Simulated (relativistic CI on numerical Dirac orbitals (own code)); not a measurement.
**Level scheme of Er IV**

These numbers are calculated, not measured: Dirac-Coulomb-Breit CI, orbitals from a KLI potential per configuration, model QED (radiative potential, 1s self-energy scaled to tabulated hydrogen-like ionisation energies), valence Slater integrals scaled by 0.85, P86 correlation estimate, and configurations built on the next ion tied to the tabulated ionisation energy (semi-empirical) (own radial code, finite nucleus).

Configurations in the expansion (outside the closed core [Kr] 4d10 5s2): 4f11.5p6, 4f10.5p6.5d, 4f10.5p6.6s, 4f10.5p6.6p, 4f10.5p6.6d, 4f10.5p6.7s, 4f10.5p6.5f, 4f10.5p6.6f, 4f11.5p5.5d, 4f13.5p4, 4f12.5p5, 4f10.5p6.7p, 4f9.5p6.6s2, 4f12.5p4.6s, 4f11.5p4.6s2. Levels of other configurations are missing.

The lowest level is 4f11.5p6 4I°_15/2, with 97 % of that term; Hund's rules for 4f11.5p6 give 4I° with J = 15/2, in agreement.

```tsv
No.	Configuration	Term	J	E (cm⁻¹)	%	Next component (%)	Landé g	jj configuration (%)
1	4f11.5p6	4I°	15/2	0.0	97	3 2K°	1.195	4f7/2^5 (75)
2	4f11.5p6	4I°	13/2	6251.2	98	1 2K°	1.105	4f5/2^5 4f7/2^6 (91)
3	4f11.5p6	4I°	11/2	9844.9	84	15 2H°	0.984	4f5/2^4 4f7/2^7 (44)
4	4f11.5p6	4I°	9/2	12213.7	64	22 2H°	0.828	4f7/2^5 (35)
5	4f11.5p6	4F°	9/2	16209.1	60	22 2G°	1.180	4f7/2^5 (55)
6	4f11.5p6	2H°	11/2	19581.0	66	19 4G°	1.105	4f7/2^5 (47)
7	4f11.5p6	4S°	3/2	20044.8	68	18 2P°	1.697	4f7/2^5 (61)
8	4f11.5p6	4F°	7/2	21892.6	89	10 2G°	1.203	4f5/2^5 4f7/2^6 (87)
9	4f11.5p6	4F°	5/2	23698.2	85	14 2D°	1.050	4f5/2^5 4f7/2^6 (51)
10	4f11.5p6	4F°	3/2	23915.0	61	21 2D°	0.760	4f5/2^5 4f7/2^6 (72)
11	4f11.5p6	2H°	9/2	24540.7	31	29 4F°	1.062	4f5/2^5 4f7/2^6 (48)
12	4f11.5p6	2K°	15/2	27428.0	92	5 2L°	1.063	4f5/2^5 4f7/2^6 (61)
13	4f11.5p6	4G°	11/2	27948.3	77	21 2H°	1.230	4f5/2^5 4f7/2^6 (63)
14	4f11.5p6	2G°	7/2	28878.9	66	22 4G°	0.945	4f5/2^4 4f7/2^7 (41)
15	4f11.5p6	4G°	9/2	29331.0	73	15 2H°	1.116	4f5/2^5 4f7/2^6 (78)
16	4f11.5p6	2K°	13/2	32599.5	92	7 2I°	0.943	4f5/2^5 4f7/2^6 (52)
17	4f11.5p6	2P°	3/2	32810.0	35	26 4F°	1.030	4f5/2^4 4f7/2^7 (62)
18	4f11.5p6	2P°	1/2	34623.4	94	5 4D°	0.628	4f5/2^5 4f7/2^6 (89)
19	4f11.5p6	4G°	7/2	35396.3	73	23 2G°	0.967	4f5/2^4 4f7/2^7 (90)
20	4f11.5p6	4G°	5/2	35694.6	79	13 2D°	0.674	4f5/2^5 4f7/2^6 (60)
21	4f11.5p6	2G°	9/2	36139.1	36	32 2H°	1.057	4f5/2^3 4f7/2^8 (55)
22	4f11.5p6	2D°	5/2	36483.1	71	13 4F°	1.102	4f5/2^4 4f7/2^7 (70)
23	4f11.5p6	4D°	5/2	41824.4	49	47 2D°	1.269	4f5/2^5 4f7/2^6 (47)
24	4f11.5p6	2I°	11/2	42497.0	71	27 2H°	0.972	4f5/2^5 4f7/2^6 (80)
25	4f11.5p6	2L°	17/2	42668.0	99		1.058	4f5/2^5 4f7/2^6 (99)
26	4f11.5p6	2D°	3/2	43355.8	47	41 2P°	1.043	4f5/2^4 4f7/2^7 (50)
27	4f11.5p6	4D°	7/2	43573.3	93	5 2F°	1.408	4f5/2^5 4f7/2^6 (61)
28	4f11.5p6	2I°	13/2	44426.4	92	7 2K°	1.066	4f5/2^5 4f7/2^6 (56)
29	4f11.5p6	4D°	3/2	46506.0	71	25 2D°	1.097	4f5/2^5 4f7/2^6 (75)
30	4f11.5p6	2L°	15/2	48565.5	95	5 2K°	0.946	4f5/2^4 4f7/2^7 (82)
31	4f11.5p6	2H°	9/2	50132.6	96	3 2G°	0.915	4f5/2^5 4f7/2^6 (67)
32	4f11.5p6	4D°	1/2	50965.9	94	5 2P°	0.032	4f5/2^4 4f7/2^7 (89)
33	4f11.5p6	4D°	5/2	52401.5	44	41 2D°	1.218	4f5/2^4 4f7/2^7 (71)
34	4f11.5p6	2H°	11/2	52631.4	70	28 2I°	1.046	4f5/2^4 4f7/2^7 (89)
35	4f11.5p6	2F°	7/2	57356.8	89	5 4D°	1.150	4f5/2^4 4f7/2^7 (56)
36	4f11.5p6	2D°	3/2	58323.0	73	24 4D°	0.900	4f5/2^3 4f7/2^8 (53)
37	4f11.5p6	2F°	5/2	65953.9	80	13 2D°	0.907	4f5/2^3 4f7/2^8 (71)
38	4f11.5p6	2G°	7/2	70550.5	96	3 2F°	0.895	4f5/2^5 4f7/2^6 (75)
39	4f11.5p6	2G°	9/2	74346.0	97	2 2H°	1.105	4f5/2^4 4f7/2^7 (60)
40	4f10.5p6.5d	6H	15/2	75611.8	53	30 6I	1.275	4f7/2^4 5d3/2 (55)
41	4f10.5p6.5d	6I	17/2	75710.8	70	16 6K	1.261	4f7/2^4 5d3/2 (43)
42	4f10.5p6.5d	6G	13/2	76870.7	57	25 6H	1.322	4f7/2^4 5d3/2 (58)
43	4f10.5p6.5d	6K	19/2	77883.9	66	16 4L	1.228	4f7/2^4 5d3/2 (38)
44	4f10.5p6.5d	6L	21/2	80702.6	91	8 4M	1.229	4f7/2^4 5d5/2 (61)
45	4f10.5p6.5d	6I	13/2	80992.1	38	27 6G	1.231	4f5/2^5 4f7/2^5 5d3/2 (51)
46	4f10.5p6.5d	4K	17/2	81039.8	34	28 6K	1.195	4f7/2^4 5d5/2 (34)
47	4f10.5p6.5d	6H	15/2	81222.5	34	31 6I	1.228	4f5/2^5 4f7/2^5 5d3/2 (37)
48	4f10.5p6.5d	4L	19/2	81418.7	50	25 6K	1.180	4f7/2^4 5d5/2 (36)
49	4f10.5p6.5d	6G	11/2	81917.9	40	39 6H	1.224	4f5/2^5 4f7/2^5 5d3/2 (58)
50	4f10.5p6.5d	4K	17/2	84893.8	41	36 6L	1.137	4f5/2^5 4f7/2^5 5d3/2 (62)
51	4f10.5p6.5d	6K	13/2	84948.9	23	23 6H	1.167	4f5/2^5 4f7/2^5 5d5/2 (26)
52	4f10.5p6.5d	6I	11/2	85133.8	46	31 6G	1.131	4f5/2^4 4f7/2^6 5d3/2 (37)
53	4f10.5p6.5d	6K	15/2	85363.1	39	22 4I	1.147	4f5/2^5 4f7/2^5 5d3/2 (32)
54	4f10.5p6.5d	6H	9/2	85803.4	45	25 6I	1.043	4f5/2^4 4f7/2^6 5d3/2 (43)
55	4f10.5p6.5d	4I	15/2	87003.6	48	24 6I	1.175	4f5/2^5 4f7/2^5 5d5/2 (52)
56	4f10.5p6.5d	6K	17/2	87023.9	41	25 4L	1.148	4f5/2^5 4f7/2^5 5d5/2 (61)
57	4f10.5p6.5d	6L	19/2	87561.3	62	32 4L	1.171	4f5/2^5 4f7/2^5 5d5/2 (74)
58	4f10.5p6.5d	4H	13/2	88043.6	49	24 6K	1.139	4f5/2^5 4f7/2^5 5d5/2 (26)
59	4f10.5p6.5d	6I	9/2	88383.0	41	37 6G	1.001	4f5/2^4 4f7/2^6 5d3/2 (22)
60	4f10.5p6.5d	6H	11/2	88528.3	34	26 6K	1.094	4f5/2^4 4f7/2^6 5d5/2 (26)
61	4f10.5p6.5d	6H	13/2	88561.5	23	21 4I	1.123	4f5/2^4 4f7/2^6 5d5/2 (30)
62	4f10.5p6.5d	6H	7/2	88666.0	42	33 6I	0.750	4f5/2^4 4f7/2^6 5d3/2 (25)
63	4f10.5p6.5d	6L	15/2	88954.6	58	22 4K	1.029	4f5/2^4 4f7/2^6 5d3/2 (51)
64	4f10.5p6.5d	4G	11/2	89525.4	69	13 4H	1.235	4f7/2^4 5d5/2 (41)
65	4f10.5p6.5d	6K	11/2	90380.6	41	16 6I	0.959	4f5/2^4 4f7/2^6 5d3/2 (19)
66	4f10.5p6.5d	6I	7/2	90803.0	46	24 6G	0.732	4f5/2^4 4f7/2^6 5d3/2 (22)
67	4f10.5p6.5d	6L	13/2	91221.5	64	18 4K	0.896	4f5/2^4 4f7/2^6 5d3/2 (32)
68	4f10.5p6.5d	6K	9/2	91236.1	38	24 6G	0.900	4f5/2^4 4f7/2^6 5d5/2 (23)
69	4f10.5p6.5d	6H	5/2	91721.2	71	13 6G	0.421	4f5/2^4 4f7/2^6 5d3/2 (18)
70	4f10.5p6.5d	4K	15/2	91760.3	46	26 6K	1.097	4f5/2^4 4f7/2^6 5d5/2 (49)
```

Energies count from the lowest computed level; ° marks odd parity. Filled j subshells are mostly left out of the jj labels.

The mean weight of the leading LS term, summed over parents, in these 70 levels is 63 %, and that of the leading jj configuration (from the same eigenvectors) 54 %.

Configurations that consist of the next ion and one excited electron were tied to the tabulated ionisation energy; Rydberg ones are usually within 1,000 to 3,000 cm⁻¹ and the lowest ones within about 6,000 (9,000 in d shells), while levels on excited terms of the next ion carry the error of that term, and the other configurations can be misplaced by 10,000 cm⁻¹ or more. Rates follow the energies as ν³ (E1, M1) or ν⁵ (E2), so rates, branching and lifetimes can be off by large factors. The fine structure of a lone outer electron comes out too small, for d and f at times inverted, and misplaced configurations move strength between like terms. 7 of the 8 excited levels that our extract of the measured tables holds in this range could be paired (the sources list more); they are missed by 671 cm⁻¹ on average and 1564 at most, and levels without a partner can miss by more. Some levels of the ground configuration have no partner and can miss by 10 % or more.

LS names give the leading component of a level, which can be under half, so a name can repeat, a term be missing and a line seem to break the LS rules.
